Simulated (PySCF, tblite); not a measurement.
Isomers of C5H12F2N2Si, one GFN2-xTB conformer each. Single-point energies are computed at PBE0/pcSseg-1 (PySCF, gas phase, no added dispersion term), electronic only.

```json
{"SMILES": "C=C([SiH2]N)N(C)CC(F)F", "GFN2-xTB relative energy (kcal/mol)": "37.7"}
{"SMILES": "CN[Si@@H]1NCC[C@@H]1C(F)F", "GFN2-xTB relative energy (kcal/mol)": "0.0"}
```

Conformers: `[CH2:1]=[C:2]([SiH2:3][NH2:4])[N:5]([CH3:6])[CH2:7][CH:8]([F:9])[F:10]` with C1–C2–Si3–N4 -103°, C2–Si3–N4–H 55° and -172°, C1–C2–N5–C6 1°, C2–N5–C7–C8 -74°, N5–C7–C8–F9 -76°; `[CH3:1][NH:2][Si@@H:3]1[NH:4][CH2:5][CH2:6][C@@H:7]1[CH:8]([F:9])[F:10]` with C1–N2–Si3–N4 -64°, C6–C7–C8–F9 -172°, N2–Si3–N4–C5 -127°, Si3–N4–C5–C6 35°, N4–C5–C6–C7 -44°, C5–C6–C7–C8 156°.

Question: What does PBE0/pcSseg-1 give for the same structures?

Answer: 
| SMILES | PBE0/pcSseg-1 E (Eh) | PBE0/pcSseg-1 (kcal/mol) | GFN2-xTB (kcal/mol) | point group |
| --- | --- | --- | --- | --- |
| CN[Si@@H]1NCC[C@@H]1C(F)F | -795.75296 | 0.0 | 0.0 | C1 |
| C=C([SiH2]N)N(C)CC(F)F | -795.69581 | 35.9 | 37.7 | C1 |

Both levels put the same isomer lowest. As drawn, the higher has a C=C bond outside aromatic rings, which the lower lacks.

Question: Which frontier levels, dipoles and rotational constants go with these structures?

Answer: 
```
                   SMILES  HOMO (eV, PBE0/pcSseg-1)  LUMO (eV)  dipole (D)       A, B, C (MHz)
CN[Si@@H]1NCC[C@@H]1C(F)F                     -6.75       0.87        2.90  1428, 921.9, 620.8
   C=C([SiH2]N)N(C)CC(F)F                     -6.02      -0.03        1.64  1371, 866.6, 609.0
```

Question: What happens when harmonic zero-point energies from GFN2-xTB frequencies are added?

Answer: 
```json
{"SMILES": "CN[Si@@H]1NCC[C@@H]1C(F)F", "ZPE (kcal/mol)": "109.0", "electronic (kcal/mol)": "0.0", "with ZPE (kcal/mol)": "0.0"}
{"SMILES": "C=C([SiH2]N)N(C)CC(F)F", "ZPE (kcal/mol)": "104.7", "electronic (kcal/mol)": "35.9", "with ZPE (kcal/mol)": "31.6"}
```

The zero-point energies span 4.3 kcal/mol. The order is unchanged.
